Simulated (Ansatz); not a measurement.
System: C2H5Si, charge 0, doublet. C2H5Si (SMILES [SiH3][C]=C, doublet).
B3LYP-D3(BJ)/def2-TZVP minimum from Ansatz (a program for electronic structure):
```xyz
8

Si     1.0511    -0.3054    -0.2814
C     -0.6182     0.3311     0.0407
C     -1.8112     0.4521     0.5459
H      1.1603    -0.6812    -1.7088
H      1.3552    -1.5011     0.5494
H      2.0412     0.7501     0.0288
H     -2.5002     1.2420     0.2445
H     -2.1959    -0.2334     1.3056
```
Charge 0, spin multiplicity 2.

Quantity: atomisation energy (electronic, to ground-state atoms), in kJ/mol. Open shells are spin-unrestricted; no spin-orbit coupling. CBS(X,Y): correlation extrapolated as X^-3, Hartree-Fock from the larger set. A bracket is a step between two methods taken in the basis named. The functionals are non-relativistic, so their misses hold any scalar relativity. Double hybrids freeze cores in their MP2 part. 'core' is core correlation in cc-pwCVTZ (1s frozen past Ne), 'X2C' scalar relativity in cc-pVTZ-DK, both at CCSD(T). Where a partner has so few electrons that a lower coupled-cluster level is exact, that level stands in. The UHF reference of C2H5Si (C=[C][SiH3], doublet) is spin-contaminated (<S^2> up to 0.19 over the pure value in the sets run).

CCSD(T)/CBS(cc-pV(T+d)Z,cc-pV(Q+d)Z) + [CCSDT(Q) - CCSD(T)]/cc-pV(D+d)Z + core + X2C (Ansatz) gives 2782.3 kJ/mol.

**Question.** How far off this value is PBE/def2-TZVPD (Ansatz), in which direction, and how far these levels: r2SCAN/def2-TZVPD, B3LYP/def2-TZVPD, wB97M-V/def2-TZVPD, B2PLYP/def2-TZVPD, CCSD(T)/CBS(cc-pV(T+d)Z,cc-pV(Q+d)Z) + core + X2C?

**Answer.** PBE gives 2806.0 kJ/mol, 23.7 kJ/mol above it. Differences of the others: r2SCAN/def2-TZVPD (Ansatz) 13.9; B3LYP/def2-TZVPD (Ansatz) -9.0; wB97M-V/def2-TZVPD (Ansatz) -1.7; B2PLYP/def2-TZVPD (Ansatz) -36.5; CCSD(T)/CBS(cc-pV(T+d)Z,cc-pV(Q+d)Z) + core + X2C (Ansatz) -3.8 kJ/mol.
